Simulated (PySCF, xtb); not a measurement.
Ga(Me)(NH2) (CH5GaN), SMILES [CH3][Ga][NH2], multiplicity 2. The values are those of a single conformer.

Harmonic wavenumbers (cm⁻¹) from GFN2-xTB (xtb 6.7.1) at its own minimum, in rising order: 47, 101, 131, 350, 383, 429, 503, 514, 545, 1146, 1429, 1433, 1498, 2972, 2992, 2997, 3349, 3377.

Problem. What does PySCF with PBE0-D3(BJ)/def2-SVP give at its own minimum? (Estimate from the structure and the level; the computed values follow.)

Solution. 44, 159, 244, 376, 523, 619, 681, 688, 740, 1173, 1413, 1425, 1508, 3053, 3171, 3177, 3592, 3712. Paired by order, the mean absolute difference is 120 cm⁻¹ and the zero-point energies are 34.6 and 37.6 kcal/mol.
